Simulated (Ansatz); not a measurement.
The same ligand exchange along the group Si, Ge, Sn.

Calculated with Ansatz (gas phase, PBE0-D4/def2-TZVP geometries, no zero-point term in ΔE). CCSD(T)/CBS adds triple-zeta CCSD(T) − MP2 to the extrapolated MP2 energy (def2 sets, frozen cores). This one scheme is used for every species. def2 core potentials past Kr. For Br, Ge, Sn outer-core shells are correlated without core-valence functions, which leaves a few kJ/mol of doubt a bond. Scalar relativity is left out up to krypton. One conformer a species, not always the lowest.

```tsv
reaction	HF/CBS(def2) (kJ/mol)
`N[Si]F` + HBr → `N[Si]Br` + H–F	51
`[NH2][Ge][F]` + HBr → `[NH2][Ge][Br]` + H–F	-12
`[NH2][Sn][F]` + HBr → `[NH2][Sn][Br]` + H–F	-44
```

**Question.** Give the CCSD(T)/CBS values in the same order. (Best estimate.)

**Answer.** Computed: 32, -23, -48 kJ/mol.

Largest T1 diagnostic: 0.017, for `[NH2][Sn][F]`.
